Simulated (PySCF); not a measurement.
Species: C6H7BN2.
Structure used (PBE0-D3(BJ)/def2-SVP), in Å, numbered top down from 1:
```
atom  x, y, z in Å
C1     4.445    0.900    1.117
C2     3.325    0.722    0.677
C3     2.062    0.524    0.180
C4     0.943    0.338   -0.267
C5    -0.403    0.138   -0.808
C6    -0.949   -1.304   -0.540
N7    -2.146   -1.097    0.244
B8    -2.409    0.274    0.451
N9    -1.393    1.012   -0.203
H10    5.436    1.049    1.506
H11   -0.336    0.307   -1.900
H12   -0.193   -1.906   -0.007
H13   -1.154   -1.813   -1.498
H14   -2.673   -1.892    0.568
H15   -3.335    0.738    1.065
H16   -1.236    2.008   -0.216
```

Method: delta-SCF UKS SCAN, pcX-2 on the ionised atom, pcseg-1 elsewhere, spin-free X2C in PySCF 2.14.0. Binding energies are ΔSCF values: E(core-ionised, relaxed orbitals) − E(ground state) at a fixed geometry, referred to the vacuum level.

Some binding energies are withheld.

```tsv
atom(s)	bonded to	level	binding energy (eV)
B8	2 N and H	B 1s	195.35
C1	C (triple bond) and H	C 1s	290.17
C2	C (triple bond) and C	C 1s	?
C3	C (triple bond) and C	C 1s	?
C4	C (triple bond) and C	C 1s	290.31
C5	N, 2 C and H	C 1s	?
C6	N, C and 2 H	C 1s	291.64
N7	C, H and B	N 1s	404.56
N9	C, H and B	N 1s	404.46
```

**Question.** What is the C 1s binding energy of C2?

**Answer.** 291.15 eV (alkyne carbon). The nearest listed C 1s value is that of C6; the shift against it is -0.49 eV.

**Question.** Fill in C 1s for C5.

**Answer.** 292.39 eV (sp3 carbon bound to nitrogen). The nearest listed C 1s value is that of C6; the shift against it is +0.75 eV.

**Question.** Fill in C 1s for C3.

**Answer.** 290.77 eV (alkyne carbon). The nearest listed C 1s value is that of C4; the shift against it is +0.46 eV.

Lowest listed C 1s: C1, bonded to C (triple bond) and H. Highest, 2.22 eV above it: C5, bonded to N, 2 C and H. The widest gap between neighbouring values is 0.75 eV, between 291.64 and 292.39 eV.

**Question.** Give the binding energy of C 1s of C1 in hartree and in kJ/mol.

**Answer.** 290.17 eV = 10.6636 Eh = 27997 kJ/mol.

The unrestricted hole states depart most from a pure doublet (⟨S²⟩ = 0.75; over 0.85 named) for C 1s of C1 (0.88), C 1s of C2 (0.97), C 1s of C3 (0.92) and C 1s of C4 (0.96), which makes these values less certain. Isolated species at its PBE0-D3(BJ)/def2-SVP geometry, gas phase.

On one thread of an Arm Neoverse V2, shared host, this took 2.3 min wall and 0.77 GiB of memory at its peak.
